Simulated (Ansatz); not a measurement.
Relaxation of BH4OSSi (8 atoms, charge 1, multiplicity 1), to a largest force component of 0.015 eV/Å in at most 40 steps.

Level of theory: RKS B3LYP-D4/def2-SVPD in Ansatz 0.2.0.

```xyz
8
Properties=species:S:1:pos:R:3
S -0.807 1.484 -0.564
Si 0.384 -0.098 0.878
B -0.363 -1.833 0.507
O 0.398 -1.347 -0.412
H -1.813 1.842 0.242
H -1.561 0.617 -1.248
H 1.690 0.479 0.606
H -1.006 -2.752 0.770
```

Where does it end, and by what steps?

It converged. After 21 steps the energy has fallen by 0.232 eV; H6 moved furthest, 1.08 Å.

| step | energy less start (eV) | largest force component (eV/Å) | accepted |
| --- | --- | --- | --- |
| 0 | 0.0000 | 1.233 | yes |
| 1 | -0.0365 | 1.049 | yes |
| 2 | -0.1582 | 0.657 | yes |
| 3 | -0.1807 | 0.226 | yes |
| 4 | -0.1879 | 0.140 | yes |
| 5 | -0.1894 | 0.067 | yes |
| 6 | -0.1907 | 0.076 | yes |
| 7 | -0.1913 | 0.024 | yes |
| 8 | -0.1926 | 0.057 | yes |
| 9 | -0.1781 | 0.777 | no |
| 10 | -0.1966 | 0.066 | yes |
| 11 | -0.1998 | 0.228 | yes |
| 12 | -0.2019 | 0.388 | yes |
| 13 | -0.2060 | 0.372 | yes |
| 14 | -0.2203 | 0.305 | yes |
| 15 | -0.2207 | 0.236 | yes |
| 16 | -0.2286 | 0.077 | yes |
| 17 | -0.2290 | 0.200 | yes |
| 18 | -0.2308 | 0.140 | yes |
| 19 | -0.2318 | 0.049 | yes |
| 20 | -0.2319 | 0.022 | yes |
| 21 | -0.2322 | 0.013 | yes |

```xyz
8
Properties=species:S:1:pos:R:3
S -0.907 1.680 -0.135
Si 0.433 -0.086 0.718
B -0.420 -1.911 0.666
O -0.011 -1.405 -0.461
H -2.134 1.114 0.014
H -0.810 1.364 -1.457
H 1.716 0.464 0.220
H -0.943 -2.827 1.212
```

Time of the run: 86 s on 2 threads of Intel(R) Xeon(R) Platinum 8488C (Sapphire Rapids), on a shared host, peak memory 0.33 GiB.
